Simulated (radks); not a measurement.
Values are calculated unless marked as measured or tabulated.
Effect of the nuclear size on the praseodymium ion Pr+, [Xe] 4f3 6s1. Level of theory: Dirac Kohn-Sham, PBE, spin-unpolarised, spherical densities, finite nucleus; open shells are shared between the two j in proportion to 2j + 1; Fermi nuclear charge, rms radius 4.8919 fm (a radial shooting solver on a logarithmic mesh with Libxc functionals). The rms radius is varied about that value; shifts are against it.

| rms radius (fm) | total energy shift (eV) | density at nucleus (e/bohr^3) | 1s1/2 shift (meV) | 2s1/2 shift (meV) | 5s1/2 shift (meV) | 5p1/2 shift (meV) | 6s1/2 shift (meV) | 4f7/2 shift (meV) | 6p1/2 (empty) shift (meV) |
|---|---|---|---|---|---|---|---|---|---|
| 4.026 | -3.78 | 4.347e+05 | -1570 | -194 | -1.42 | 0.148 | -0.140 | 0.261 | 0.045 |
| 4.4467 | -2.02 | 4.255e+05 | -837 | -103 | -0.759 | 0.079 | -0.075 | 0.139 | 0.024 |
| 4.8919 | 0 | 4.169e+05 | 0.000 | 0.000 | 0.000 | 0.000 | 0.000 | 0.000 | 0.000 |
| 5.0582 | 0.792 | 4.139e+05 | 329 | 40.5 | 0.298 | -0.031 | 0.029 | -0.055 | -0.009 |
| 5.929 | 5.28 | 4e+05 | 2190 | 270 | 1.99 | -0.207 | 0.196 | -0.364 | -0.062 |

Slopes of the eigenvalues against <r^2> in GHz/fm^2, as finite differences over the two radii next to the reference (eigenvalue slopes, not the field-shift constants of lines): 1s1/2 48500, 2s1/2 5980, 5s1/2 44.0, 5p1/2 -4.58, 6s1/2 4.34, 4f7/2 -8.07, 6p1/2 (empty) -1.38.
